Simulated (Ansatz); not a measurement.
Pulling on the B1–O2 bond in BO (multiplicity 2 held). Energies count from the point at 1.202 Å.


```csv
level,energy at R = 4.808 Å (eV),minus FCI/6-31G,cost
RO-HF/6-31G,7.987,1.024,-
U-HF/6-31G,4.746,-2.217,-
RO-MP2/6-31G,10.428,3.465,-
U-MP2/6-31G,7.459,0.497,-
RO-SCS-MP2/6-31G,10.036,3.074,-
U-SCS-MP2/6-31G,7.175,0.212,-
FCI/6-31G,6.963,0.000,×1
```

 Full CI is exact for the correlated electrons in its own basis alone.

The rows run from 4.746 (U-HF/6-31G) to 10.428 eV (RO-MP2/6-31G).

Restricted levels (R-, RO-) in cc, def2 and unpolarised 6-31G sets keep to the state of the molecule at rest. U- levels take the lowest unrestricted solution at each point, which mixes spins at long bonds. Full CI gives the lowest state of the spin. Levels need not reach the same state.

Correlated levels freeze the cores.

Doubts at one or more of the structures used: a restricted determinant that unrestricted orbitals would lower (RO-HF/6-31G, RO-MP2/6-31G, RO-SCS-MP2/6-31G); a spin-contaminated determinant (U-HF/6-31G, U-MP2/6-31G, U-SCS-MP2/6-31G).

Codes used: Ansatz (Gaussian basis) for Hartree–Fock, density functionals and correlated methods. Each number belongs to the level named beside it.

Costs are rough ratios of core time to FCI/6-31G (about 3 min over the structures, on one shared machine); a dash marks a level with no comparable run of its own.

Ansatz is a program for electronic structure.
